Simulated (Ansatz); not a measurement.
Mulliken charges of C2H2FNSe, SMILES `FC1=NC[Se]1` from B3LYP/def2-TZVPP in Ansatz (PBE0-D4/def2-TZVP geometry).

| atom | x (Å) | y (Å) | z (Å) | charge (e) |
| --- | --- | --- | --- | --- |
| F1 | -0.265 | -2.396 | 0.307 | -0.149 |
| C2 | -0.108 | -1.120 | 0.079 | 0.152 |
| N3 | -0.181 | -0.196 | 0.938 | -0.195 |
| C4 | 0.085 | 0.907 | 0.029 | -0.079 |
| Se5 | 0.270 | -0.280 | -1.571 | 0.015 |
| H6 | 1.015 | 1.428 | 0.248 | 0.128 |
| H7 | -0.756 | 1.589 | -0.076 | 0.128 |

Problem. By hand: the dipole of these point charges (1 e Å = 4.8032 D).

Solution. Σ q r = (0.089, 0.535, -0.220) e Å, of length 0.585 e Å = 2.81 D.

Problem. How does the dipole of the full density compare? (Estimate.)

Solution. Ansatz gave: (0.084, 0.335, -0.292) e Å, 2.17 D; the point charges give 1.29 times that, at 19° from its direction.

Point charges leave out the atoms' own dipoles, such as those of lone pairs, and Mulliken's split depends on the basis, so the two needn't agree.

B3LYP here is the variant with VWN-RPA as its local correlation; programs differ in this.
